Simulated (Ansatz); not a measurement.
Breaking the O6–H7 bond in CH4OSn (SMILES [CH3][Sn][OH]) (multiplicity 1 held, fragments rigid). Energies count from the point at 0.963 Å.
Geometry at that point (charge 0, multiplicity 1):
```xyz
7

Sn     0.02238    -0.06361     0.38858
C      0.41948     1.60722    -0.98166
H     -0.20202     2.46932    -0.72594
H      0.20080     1.28779    -2.00053
H      1.46423     1.92100    -0.91166
O     -0.53753    -1.25055    -1.13047
H     -0.79865    -2.13663    -0.85715
```

Signs of static correlation in def2-TZVPP, with CASSCF(4,3), from Ansatz (an electronic-structure program) runs.

```csv
R (Å),T1 of restricted CCSD,⟨S²⟩ of UHF,largest double amplitude of restricted CCSD,weight of the CASSCF reference in MRCISD,CASSCF natural occupations
0.771,0.015,0.000,0.059,0.882,2.00 1.99 0.01
0.867,0.016,0.000,0.059,0.882,2.00 1.99 0.01
0.963,0.016,0.000,0.059,0.881,2.00 1.98 0.02
1.060,0.017,0.000,0.059,0.880,2.00 1.97 0.03
1.156,0.018,0.000,0.059,0.879,2.00 1.96 0.04
1.301,0.019,0.000,0.058,0.879,2.00 1.92 0.08
1.445,0.020,…,0.058,0.878,2.00 1.88 0.12
1.686,0.024,0.761,0.110,0.879,2.00 1.76 0.24
1.927,0.028,0.910,…,0.879,2.00 1.60 0.40
2.216,0.034,0.977,0.312,0.880,2.00 1.41 0.59
2.601,0.043,1.005,0.340,0.880,2.00 1.23 0.77
3.083,0.054,1.014,0.571,0.880,2.00 1.10 0.90
```

**Question.** Complete the blanks.

**Answer.** 
- 1.445, ⟨S²⟩ of UHF: 0.361
- 1.927, largest double amplitude of restricted CCSD: 0.251

Doubts at one or more of the structures used: active orbitals that take no part (SC-NEVPT2 on CASSCF(4,3)/def2-TZVPP); a restricted determinant that unrestricted orbitals would lower (R-CCSD(T)/def2-TZVPP); other coupled-cluster roots lie near (R-CCSD(T)/def2-TZVPP); T1 above 0.05 (R-CCSD(T)/def2-TZVPP, U-CCSD(T)/def2-TZVPP); a spin-contaminated determinant (U-CCSD(T)/def2-TZVPP).
